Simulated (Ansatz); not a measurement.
C$_{2}$H$_{9}$BeGeN (SMILES C[N](C)[Be][GeH3]), singlet, geometry from GFN2-xTB (such geometries of metal compounds can be far from the true shape); Ansatz (a program for electronic structure) with SC-NEVPT2/STO-3G, CASSCF(6,6).

Input for Ansatz:
Ansatz 0.2 input:
```yaml
crystal:
  periodic: [false, false, false]
  atoms:
    - {symbol: Be, position_ang: [0.24650424, -0.18437093, -0.19704613]}
    - {symbol: N, position_ang: [1.26577820, -0.93820084, -1.00712856]}
    - {symbol: C, position_ang: [2.69495448, -0.86972518, -0.79781340]}
    - {symbol: C, position_ang: [0.95392520, -1.83156858, -2.10052419]}
    - {symbol: H, position_ang: [3.10100339, -1.85912158, -0.55526485]}
    - {symbol: H, position_ang: [3.20335435, -0.50567933, -1.69868225]}
    - {symbol: H, position_ang: [2.91507972, -0.19226853, 0.02389890]}
    - {symbol: H, position_ang: [1.42226797, -1.48719285, -3.03038831]}
    - {symbol: H, position_ang: [1.31831710, -2.84462776, -1.89188513]}
    - {symbol: H, position_ang: [-0.12281177, -1.87238499, -2.24741673]}
    - {symbol: Ge, position_ang: [-1.20197440, 0.89016567, 0.95504247]}
    - {symbol: H, position_ang: [-1.72691547, 0.29483559, 2.23363419]}
    - {symbol: H, position_ang: [-0.85786919, 2.25228823, 1.49529073]}
    - {symbol: H, position_ang: [-2.52898778, 1.24150219, 0.33756446]}
basis:
  gaussian:
    orbitals: STO-3G
magnetization: {spin_polarized: false}
correlation: {method: sc_nevpt2, electrons: all, active_space: {window: {electrons: 6, orbitals: 6}}}
```

It wrote (shortened):

```
Functional definition: HF
578 factors; integrals over basis functions are off by at most 3.4e-4 eV
mean field evaluation 1: about -59864.7289 eV, gradient 1.9e1 eV
mean field evaluation 2: about -59864.9455 eV, gradient 1.9e1 eV
mean field evaluation 4: about -59866.5088 eV, gradient 2.0e0 eV
mean field evaluation 8: about -59866.5261 eV, gradient 3.7e-4 eV
mean field -59866.52606768 eV, -2200.0542539984 hartree, gradient 1.2e-6 eV, S^2 0.000000; 0 other end points of the search recorded, 0 dependent functions left out
reference -59866.52606768 eV, -2200.0542539984 hartree; 32, 32 occupied and 15, 15 virtual orbitals, 578 factors
state -59868.00818215 eV, -2200.1087207004 hartree
state -59868.00818215 eV, -2200.1087207004 hartree; corrected -59872.80724480 eV, -2200.2850830001 hartree
state -59867.44388295 eV, -2200.0879830873 hartree
state -59867.44388295 eV, -2200.0879830873 hartree; corrected -59872.88905185 eV, -2200.2880893537 hartree
state -59867.44388295 eV, -2200.0879830873 hartree; corrected -59872.88905185 eV, -2200.2880893537 hartree
the orbitals are reached from a further start. From the first start the search ends at -59868.00816420 eV, -2200.1087200409 hartree
WARN: the results are in doubt because another end's mean lies 0.564 eV lower, and its corrected mean 0.082 eV higher
Total energy: -59872.88905185 eV, -2200.2880893537 hartree
In doubt: another end's mean lies 0.564 eV lower, and its corrected mean 0.082 eV higher
```
